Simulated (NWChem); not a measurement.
The numbers come from NWChem runs, not from measurements. System: H4Ti, charge 0, spin multiplicity 1, at a geometry optimised with PBE/def2-SVP. The structure started from a generated list of species. Level: TD-B3LYP/def2-SVPD, VWN1-RPA local correlation.

Job file:

```
start mol
memory heap 200 mb stack 900 mb global 1100 mb
geometry units angstroms nocenter noautoz
  Ti     0.000000     0.000000     0.000001
  H      1.390169     0.000000     0.982443
  H     -1.390169     0.000000     0.982443
  H      0.000000    -1.390163    -0.982453
  H      0.000000     1.390163    -0.982453
  symmetry group C2v
end
basis spherical
  * library def2-svpd
end
dft
  xc b3lyp
  semidirect memsize 60000000 filesize 0
  iterations 100
end
tddft
  rpa
  nroots 8
  notriplet
  thresh 1e-4
end
task tddft energy
```

NWChem printed:

```
             Northwest Computational Chemistry Package (NWChem) 7.3.0
             --------------------------------------------------------

                                NWChem Input Module
                                -------------------

 Scaling coordinates for geometry "geometry" by  1.889725989
 (inverse scale =  0.529177249)

 Turning off AUTOSYM since
 SYMMETRY directive was detected!

                             Geometry "geometry" -> ""
                             -------------------------

 Output coordinates in angstroms (scale by  1.889725989 to convert to a.u.)

  No.       Tag          Charge          X              Y              Z
 ---- ---------------- ---------- -------------- -------------- --------------
    1 Ti                  22.0000     0.00000000     0.00000000     0.00000100
    2 H                    1.0000     1.39016900     0.00000000     0.98244300
    3 H                    1.0000    -1.39016900     0.00000000     0.98244300
    4 H                    1.0000     0.00000000    -1.39016300    -0.98245300
    5 H                    1.0000     0.00000000     1.39016300    -0.98245300

 Effective nuclear repulsion energy (a.u.)      28.4981607998

            Nuclear Dipole moment (a.u.)
            ----------------------------
        X                 Y               Z
 ---------------- ---------------- ----------------
     0.0000000000     0.0000000000     0.0000037795

      Symmetry information
      --------------------

 Group name             C2v
 Group number             16
 Group order               4
 No. of unique centers     3

      Symmetry unique atoms

     1    2    4


 Summary of "ao basis" -> "" (spherical)
 ------------------------------------------------------------------------------
       Tag                 Description            Shells   Functions and Types
 ---------------- ------------------------------  ------  ---------------------
 *                         def2-svpd                  on all atoms

                                 NWChem DFT Module
                                 -----------------

 Summary of "ao basis" -> "ao basis" (spherical)
 ------------------------------------------------------------------------------
       Tag                 Description            Shells   Functions and Types
 ---------------- ------------------------------  ------  ---------------------
 Ti                        def2-svpd                12       34   5s4p2d1f
 H                         def2-svpd                 4        8   2s2p

 Summary of "ao basis" -> "ao basis" (spherical)
 ------------------------------------------------------------------------------
       Tag                 Description            Shells   Functions and Types
 ---------------- ------------------------------  ------  ---------------------
 Ti                        def2-svpd                12       34   5s4p2d1f
 H                         def2-svpd                 4        8   2s2p

      Symmetry analysis of basis
      --------------------------

        a1         27
        a2          7
        b1         16
        b2         16

            General Information
            -------------------
          SCF calculation type: DFT
          Wavefunction type:  closed shell.
          No. of atoms     :     5
          No. of electrons :    26
           Alpha electrons :    13
            Beta electrons :    13
          Charge           :     0
          Spin multiplicity:     1
          Use of symmetry is: off; symmetry adaption is: on
[...]
     Total Oscillator Strength                     0.0000049287

          sigma_e =   0.9849 Angstrom
          sigma_h =   1.6387 Angstrom
         |d_h->e| =   0.0000 Angstrom
            d_exc =   1.8995 Angstrom
            d_CD1 =   0.6538 Angstrom
            d_CD2 =  -1.3118 Angstrom
            d_CD3 =   1.8995 Angstrom
     Pearson C.C. =   0.0147

     Occ.   11  a1  ---  Virt.   15  a2   0.99732 X
  ----------------------------------------------------------------------------
  Root   4 singlet a1             0.130047694 a.u.                3.5388 eV
  ----------------------------------------------------------------------------
     Transition Moments    X  0.00000   Y  0.00000   Z  0.08084
     Transition Moments   XX -1.03764  XY -0.00000  XZ -0.00001
     Transition Moments   YY  1.03754  YZ  0.00001  ZZ -0.00018
     Dipole Oscillator Strength                    0.0005665607
     Electric Quadrupole                           0.0000000126
     Magnetic Dipole                               0.0000000000
     Total Oscillator Strength                     0.0005665733

          sigma_e =   1.0193 Angstrom
          sigma_h =   1.6397 Angstrom
         |d_h->e| =   0.0000 Angstrom
            d_exc =   1.9191 Angstrom
            d_CD1 =   0.6204 Angstrom
            d_CD2 =  -1.3295 Angstrom
            d_CD3 =   1.9192 Angstrom
     Pearson C.C. =   0.0133

     Occ.   11  a1  ---  Virt.   14  a1  -0.98609 X
     Occ.   12  b1  ---  Virt.   16  b1  -0.11557 X
     Occ.   13  b2  ---  Virt.   17  b2   0.11557 X
  ----------------------------------------------------------------------------
  Root   5 singlet b1             0.130050860 a.u.                3.5389 eV
  ----------------------------------------------------------------------------
     Transition Moments    X  0.07996   Y  0.00003   Z -0.00000
     Transition Moments   XX  0.00001  XY  0.00000  XZ -1.03950
     Transition Moments   YY -0.00001  YZ  0.00038  ZZ  0.00000
     Dipole Oscillator Strength                    0.0005542857
     Electric Quadrupole                           0.0000000127
     Magnetic Dipole                               0.0000000000
     Total Oscillator Strength                     0.0005542984

          sigma_e =   1.0185 Angstrom
          sigma_h =   1.6079 Angstrom
         |d_h->e| =   0.3619 Angstrom
            d_exc =   1.9190 Angstrom
            d_CD1 =   0.9513 Angstrom
            d_CD2 =  -0.9514 Angstrom
            d_CD3 =   2.2809 Angstrom
     Pearson C.C. =   0.0218

     Occ.   11  a1  ---  Virt.   16  b1   0.11529 X
     Occ.   12  b1  ---  Virt.   14  a1  -0.49293 X
     Occ.   12  b1  ---  Virt.   18  a1   0.11495 X
     Occ.   13  b2  ---  Virt.   15  a2   0.85417 X
  ----------------------------------------------------------------------------
  Root   6 singlet b2             0.130051069 a.u.                3.5389 eV
  ----------------------------------------------------------------------------
     Transition Moments    X -0.00003   Y  0.07996   Z -0.00000
     Transition Moments   XX  0.00001  XY -0.00000  XZ  0.00038
     Transition Moments   YY -0.00001  YZ  1.03949  ZZ  0.00000
     Dipole Oscillator Strength                    0.0005543427
     Electric Quadrupole                           0.0000000127
     Magnetic Dipole                               0.0000000000
     Total Oscillator Strength                     0.0005543553

          sigma_e =   1.0185 Angstrom
          sigma_h =   1.6079 Angstrom
         |d_h->e| =   0.3620 Angstrom
            d_exc =   1.9190 Angstrom
            d_CD1 =   0.9514 Angstrom
            d_CD2 =  -0.9512 Angstrom
            d_CD3 =   2.2810 Angstrom
     Pearson C.C. =   0.0218

     Occ.   11  a1  ---  Virt.   17  b2  -0.11529 X
     Occ.   12  b1  ---  Virt.   15  a2   0.85421 X
     Occ.   13  b2  ---  Virt.   14  a1  -0.49285 X
     Occ.   13  b2  ---  Virt.   18  a1  -0.11496 X
  ----------------------------------------------------------------------------
  Root   7 singlet a2             0.157656607 a.u.                4.2901 eV
  ----------------------------------------------------------------------------
     Transition Moments    X  0.00000   Y -0.00000   Z -0.00000
     Transition Moments   XX  0.00000  XY -0.00001  XZ  0.00000
     Transition Moments   YY  0.00000  YZ  0.00000  ZZ -0.00000
     Dipole Oscillator Strength                    0.0000000000
     Electric Quadrupole                           0.0000000000
     Magnetic Dipole                               0.0000033452
     Total Oscillator Strength                     0.0000033452

          sigma_e =   1.6386 Angstrom
          sigma_h =   1.6388 Angstrom
         |d_h->e| =   0.0001 Angstrom
            d_exc =   2.3151 Angstrom
            d_CD1 =   0.0003 Angstrom
            d_CD2 =  -1.6387 Angstrom
            d_CD3 =   2.3152 Angstrom
     Pearson C.C. =   0.0021

     Occ.   11  a1  ---  Virt.   15  a2   0.05874 X
     Occ.   12  b1  ---  Virt.   17  b2   0.70445 X
     Occ.   13  b2  ---  Virt.   16  b1  -0.70454 X
  ----------------------------------------------------------------------------
  Root   8 singlet b2             0.157692125 a.u.                4.2910 eV
  ----------------------------------------------------------------------------
     Transition Moments    X  0.00000   Y -0.00048   Z -0.00000
     Transition Moments   XX  0.00000  XY -0.00000  XZ  0.00000
     Transition Moments   YY  0.00000  YZ  0.00086  ZZ -0.00000
     Dipole Oscillator Strength                    0.0000000241
     Electric Quadrupole                           0.0000000000
     Magnetic Dipole                               0.0000033459
     Total Oscillator Strength                     0.0000033700

          sigma_e =   1.6384 Angstrom
          sigma_h =   1.6024 Angstrom
         |d_h->e| =   0.3812 Angstrom
            d_exc =   2.3152 Angstrom
            d_CD1 =   0.4173 Angstrom
            d_CD2 =  -1.2392 Angstrom
            d_CD3 =   2.6964 Angstrom
     Pearson C.C. =   0.0071

     Occ.   11  a1  ---  Virt.   17  b2  -0.70510 X
     Occ.   13  b2  ---  Virt.   14  a1  -0.05064 X
     Occ.   13  b2  ---  Virt.   18  a1   0.70390 X

              Target root =      1
          Target symmetry = none
      Ground state energy =   -851.652867290949
        Excitation energy =      0.117678380838
     Excited state energy =   -851.535188910111

  stored tddft:energy   -851.53518891011140

 Task  times  cpu:       50.0s     wall:       50.0s

 Total times  cpu:       50.0s     wall:       50.0s
```
